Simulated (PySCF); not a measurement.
AlF₂Cl, SMILES [F][Al]([Cl])[F]. Coordinates come from a PBE0-D3(BJ)/def2-SVP optimisation.

Calculation: PySCF with PBE0-D3(BJ)/def2-SVP.

Harmonic wavenumbers (cm⁻¹): 188, 235, 264, 518, 853, 982. Rotational constants (GHz): 6.609, 3.144, 2.131; symmetry number 2.

Work out the zero-point energy and the ideal-gas rigid-rotor harmonic-oscillator thermochemistry at 298.15 K and 1 atm.

ZPE = ½ Σ hcν = ½ × 3038 cm⁻¹ = 18.17 kJ/mol. H − E(el) = 33.00 kJ/mol. Entropy in J/(mol K): translation 166.23, rotation 104.64, vibration 27.67, total 298.55. G − E(el) = -56.01 kJ/mol. Cp = 64.89 J/(mol K).
